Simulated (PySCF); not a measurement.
**Question.** Give a PBE0-D3(BJ)/def2-SVP geometry of InChI=1S/C2H5NOSi/c1-2-5(3)4/h1,4-5H,3H2/t5-/m1/s1.

**Answer.** 
```xyz
10
C2H5NOSi angstrom
C      2.3328    0.8096   -0.6039
C      1.2198    0.5207   -0.2037
Si    -0.4760    0.1384    0.4094
N     -0.9456   -1.4266   -0.0829
O     -1.4670    1.3277   -0.2063
H      3.3194    1.0526   -0.9572
H     -0.4921    0.1374    1.8964
H     -0.9811   -1.6921   -1.0596
H     -1.5796   -1.9753    0.4837
H     -1.0388    2.1643   -0.4109
```

Any rigid rotation of these coordinates is as good. Atoms count from 1 in this order. Si3 (oxygen-bound silicon) is tetrahedral (angles from 106.0° to 112.6°). O5 (silanol oxygen) is bent (angle 115.8°). N4 (silicon-bound nitrogen) has angles 121.9°, 120.5° and 112.1°, sum 354.5°, 0.16 Å off the plane of its three neighbours.

Bonds between heavy atoms (Å): C1≡C2 1.218, C2–Si3 1.843, Si3–N4 1.706, Si3–O5 1.666.

Computed, not measured: PBE0-D3(BJ)/def2-SVP geometry optimisation, gas phase (PySCF 2.14.0).

Point group: C1 (no symmetry element, even within 0.4 Å). PBE0-D3(BJ)/def2-SVP frequencies: not computed here. The numbers are those of one conformer (C2–Si3–N4–H -58° and 150°, C2–Si3–O5–H -26°).
